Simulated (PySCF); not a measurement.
B3LYP has the VWN-RPA correlation part, as in Gaussian. Delta-SCF ions had no search for a lower state. Excitations are Tamm–Dancoff values on a coarser integration grid. The basis has no diffuse functions, so Rydberg states are missing or too high.

Z-matrix (Å, degrees):
```
O
C 1 1.4350
H 2 1.0963 1 106.04
H 2 1.1002 3 110.16 1 117.95
H 2 1.1011 3 110.91 4 122.59
C 1 1.4351 2 116.73 3 174.81
H 6 1.0963 1 106.03 2 -174.92
H 6 1.1003 7 110.18 1 -117.95
H 6 1.1012 7 110.90 8 -122.59
Al 1 1.9138 2 120.43 3 -22.41
F 10 1.6674 1 103.60 2 -80.75
F 10 1.6716 11 115.55 1 106.92
F 10 1.6716 11 115.51 1 -106.92
```
Charge 0, spin multiplicity 1.

Problem. Estimate the total energy, brightest of the four lowest singlets (TDA), HOMO–LUMO gap, T1 excitation (TDA), S1 oscillator strength, charge on the central atom (meta-Löwdin), charge on the central atom (Mulliken) and vertical ionisation energy (Delta-SCF) that PySCF with B3LYP-D3(BJ)/def2-TZVP // B3LYP-D3(BJ)/def2-SVP returns for this input.

Solution. 
The total energy is -697.5198 Ha, the brightest of the four lowest singlets (TDA) comes out as 9.09 eV and the HOMO–LUMO gap is 9.38 eV. The T1 excitation (TDA) is 7.79 eV and the S1 oscillator strength is 0.017. The charge on the central atom (meta-Löwdin) comes out as 1.42 e, the charge on the central atom (Mulliken) is 0.80 e and the vertical ionisation energy (Delta-SCF) is 11.88 eV.
